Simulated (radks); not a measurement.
The numbers below are computed, except where a source is named.
Radial electron density D(r) = 4 pi r^2 rho(r) of an atom or ion with 55 electrons. Level of theory: Dirac Kohn-Sham, PBE, spin-unpolarised, spherical densities, point nucleus (a radial shooting solver on a logarithmic mesh with Libxc functionals).

r (bohr)  D(r) (e/bohr)
0.001573          5.589
0.002115          8.999
0.002821          14.02
0.003793          21.49
0.005058          31.41
0.006801          44.14
0.009071          57.68
0.01219           69.76
0.01627           75.86
0.02187           74.05
0.02917           68.09
0.03921           68.15
0.0523            81.10
0.07032           96.41
0.09379           92.32
0.1261            74.37
0.1682            74.96
0.2261            83.86
0.3016            60.45
0.4055            31.36
0.5408            33.07
0.7271            30.40
0.9697            15.31
1.304             8.620
1.739             6.495
2.338             2.953
3.118            0.7623
4.192            0.1275
5.592           0.01550
7.518         0.0007701

What is the nuclear charge?

Answer. Z = 57. The innermost maximum, from 1s, lies near gamma/Z bohr with gamma = sqrt(1 - (Z/c)^2) = 0.909, here 0.016 bohr (found: 0.0176), and its height grows with Z. The density is that of the lanthanum ion La2+ in [Xe] 5d1; the configuration itself is not fixed sharply by these data, and Z only to a few units. D(r) has 4 maxima, at r = 0.0176, 0.0774, 0.219, 0.610 bohr, and minima at 0.0342, 0.144, 0.446 bohr, inside which lie 2.03, 11.21, 28.93 electrons.
